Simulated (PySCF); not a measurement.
Molecule: `B[C@@H]1C[C@@H]1C`, C4H9B.

Bonds (- single, = double, # triple, : aromatic): B1-C2 1.528 Å, C2-C3 1.548 Å, C3-C4 1.475 Å, C4-C5 1.505 Å, C4-C2 1.526 Å. B1 carries H6, H7; C2 carries H8; C3 carries H9, H10; C4 carries H11; C5 carries H12, H13, H14. Stereochemistry as in B[C@@H]1C[C@@H]1C. H10 is cis to B1 on the ring; H9 is trans to B1 on the ring.

Geometry PBE0-D3(BJ)/def2-SVP throughout; GIAO in PySCF 2.14.0 with density-fitted response routines, gas phase, one conformer, non-relativistic; equivalent atoms averaged; functional PBE0.

Q: How do the absolute shieldings σ depend on the basis set? (a selection of nuclei; ppm; last column core-seconds on shared hosts with different chips, so compare them loosely)

A: 
```
    basis set  functions    B1     C4     C3     C5  H6/H7     H8     H9  H12/H13/H14    H10  core-s
       STO-3G         34  45.1  207.1  209.4  214.0  25.74  31.05  31.43        31.54  31.55     2.1
        6-31G         63  40.1  177.0  177.6  181.4  24.52  30.81  31.10        31.19  31.29       4
       6-31G*         88  39.0  172.0  173.4  176.6  24.56  30.43  30.62        30.67  30.79     5.4
     def2-SVP        115  34.6  171.9  173.0  177.2  24.03  30.01  30.21        30.16  30.41     7.2
     pcSseg-1        130  19.3  160.6  162.7  166.3  24.10  29.88  30.00        29.95  30.31     9.5
6-311+G(2d,p)        189  24.1  162.4  165.4  169.5  24.25  30.12  30.25        30.24  30.48      15
    def2-TZVP        209  22.8  162.3  165.5  168.9  24.20  30.07  30.19        30.21  30.39      19
```

Q: Which nucleus among those listed moves most, in ppm?

A: C5 (methyl carbon): from 166.3 ppm with pcSseg-1 to 214.0 ppm with STO-3G. The smallest spread is 1.17 ppm, at H8. Proton shifts span only some 12 ppm, so a few tenths of a ppm matter as much there as several ppm in carbon.

Q: Taking the largest basis, def2-TZVP (209 functions), as the yardstick, rank the others by their worst heavy-atom deviation.

A: 6-311+G(2d,p) 1.3 ppm (189 functions), pcSseg-1 3.5 ppm (130 functions), def2-SVP 11.8 ppm (115 functions), 6-31G* 16.2 ppm (88 functions), 6-31G 17.3 ppm (63 functions), STO-3G 45.1 ppm (34 functions).

A small basis that lands close on one nucleus may do so by chance; judge by the trend and by all nuclei.
